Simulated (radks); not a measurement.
The numbers below are computed, except where a source is named.
Question: Ionisation of P, [Ne] 3s2 3p3, to P+, [Ne] 3s2 3p2, under several functionals. Scalar-relativistic Kohn-Sham, spin-polarised, spherical densities, finite nucleus; open shells are filled with parallel spins first; a radial shooting solver on a logarithmic mesh with Libxc functionals. The NIST Atomic Spectra Database gives 10.487 eV (measured). Rank these functionals by the error of their Delta-SCF ionisation energy: exchange-only LDA; BLYP; B86b exchange with PBE correlation; RPBE; LDA (Slater exchange, Perdew-Wang correlation); exchange-only r2SCAN.

Answer: From best to worst: LDA (Slater exchange, Perdew-Wang correlation) 10.519 eV (+0.032); RPBE 10.537 eV (+0.051); B86b exchange with PBE correlation 10.557 eV (+0.070); exchange-only r2SCAN 10.379 eV (-0.107); BLYP 10.227 eV (-0.260); exchange-only LDA 9.677 eV (-0.810). Open shells are spherical and high-spin; term and fine-structure splittings are not resolved.
